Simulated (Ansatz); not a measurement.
Geometry optimisation, RKS PBE/6-31G* (Ansatz 0.2.0).

input.yaml

```yaml
crystal:
  periodic: [false, false, false]
  atoms:
    - { symbol: B, position_ang: [0.0, 0.0, 0.0] }
    - { symbol: H, position_ang: [0.0, 0.0, 1.54] }
    - { symbol: O, position_ang: [1.2211, 0.0, -0.705] }
    - { symbol: H, position_ang: [1.5209, -0.9519, -0.8599] }
    - { symbol: C, position_ang: [-1.3856, 0.0, -0.8] }
    - { symbol: H, position_ang: [-1.9458, -0.9305, -0.5708] }
    - { symbol: H, position_ang: [-1.9898, 0.8797, -0.4946] }
    - { symbol: H, position_ang: [-1.1839, 0.0508, -1.8903] }
    - { symbol: Cl, position_ang: [0.0968, 2.0475, 0.6811] }
    - { symbol: H, position_ang: [0.0414, 0.8758, 1.6586] }
basis:
  gaussian: { orbitals: "6-31G*" }
hamiltonian:
  xc: pbe
relax:
  f_tol: 0.15
  max_steps: 25
  restrain:
    - { distance: [0, 8], at: 3.06, k: 30.0 }
    - { distance: [9, 1], at: 1.86, k: 30.0 }
    - { distance: [0, 1], at: 1.19, k: 30.0 }
    - { distance: [9, 8], at: 1.37, k: 30.0 }
```

Run as:

```bash
$ ansatz run input.yaml --threads 1 --pin off --max-ram 2048MiB --backend cpu --events-out ev --progress --plain --runs-dir out
```

Task: Where does it end, and by what steps?

Result: The forces met the threshold. The restraints hold the end off the free minimum; the threshold counts their pulls, which the force column leaves out. Restrained pairs: B1–Cl9 (2.16 → 3.07 Å), H2–H10 (0.88 → 1.86 Å), B1–H2 (1.54 → 1.21 Å), Cl9–H10 (1.53 → 1.34 Å). After 10 steps the energy has fallen by 2.165 eV (the restraints' own energy left out); H4 moved furthest, 0.66 Å.

| step | energy less start (eV) | largest force component (eV/Å) | accepted |
| --- | --- | --- | --- |
| 0 | 0.0000 | 2.913 | yes |
| 1 | -0.5354 | 1.886 | yes |
| 2 | -0.9122 | 2.703 | yes |
| 3 | -1.2504 | 2.370 | yes |
| 4 | -1.5399 | 1.178 | yes |
| 5 | -1.7491 | 1.322 | yes |
| 6 | -1.9874 | 1.286 | yes |
| 7 | -2.1362 | 0.920 | yes |
| 8 | -2.1597 | 0.711 | yes |
| 9 | -2.1376 | 1.221 | no |
| 10 | -2.1653 | 0.782 | yes |

```xyz
10
Properties=species:S:1:pos:R:3
B -0.056 -0.296 -0.115
H 0.041 -0.443 1.078
O 1.060 -0.479 -0.881
H 1.837 -0.699 -0.333
C -1.440 -0.033 -0.803
H -2.024 -0.975 -0.773
H -2.052 0.723 -0.281
H -1.335 0.261 -1.860
Cl 0.237 2.558 0.979
H 0.108 1.353 1.548
```

Run time: 37 s on 1 thread of Arm Neoverse V1 (shared host), peak memory 0.14 GiB.
